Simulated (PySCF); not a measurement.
## From a computed spectrum to the compound

A species of 8 atoms with charge 0 has these harmonic modes (B3LYP, small Gaussian bases with core potentials, PySCF 2.14.0):

| cm⁻¹ | km/mol | symmetry |
| --- | --- | --- |
| 76 | 0.0 | e |
| 76 | 0.0 | e |
| 85 | 1.6 | t2 |
| 85 | 1.6 | t2 |
| 85 | 1.6 | t2 |
| 123 | 0.0 | a1 |
| 175 | 0.0 | t1 |
| 175 | 0.0 | t1 |
| 175 | 0.0 | t1 |
| 188 | 0.0 | e |
| 188 | 0.0 | e |
| 228 | 44.7 | t2 |
| 228 | 44.7 | t2 |
| 228 | 44.7 | t2 |
| 235 | 0.0 | a1 |
| 240 | 138.5 | t2 |
| 240 | 138.5 | t2 |
| 240 | 138.5 | t2 |

Task: Which species is it, and in which structure?

Result: Eu4S4 (singlet in the valence; each metal's 4f electrons, 7 of them, lie in its core potential, out of spins and levels):
```xyz
8

Eu    1.3980    1.3980    1.3980
Eu    1.3980   -1.3980   -1.3980
Eu   -1.3980    1.3980   -1.3980
Eu   -1.3980   -1.3980    1.3980
S     1.4567    1.4567   -1.4567
S     1.4567   -1.4567    1.4567
S    -1.4567    1.4567    1.4567
S    -1.4567   -1.4567   -1.4567
```
Ideal gas at 298.15 K and 1 bar: S = 542.8 J/(mol K), Cp = 173.8 J/(mol K), H − H(0 K) = 39.0 kJ/mol (rigid rotor, harmonic modes, spin degeneracy alone, that of the 4f electrons in the core included). An lcecp potential fixes the number of 4f electrons, so in runs with it no electron can move into or out of that shell.
 Other answers can fit too; this one was computed.
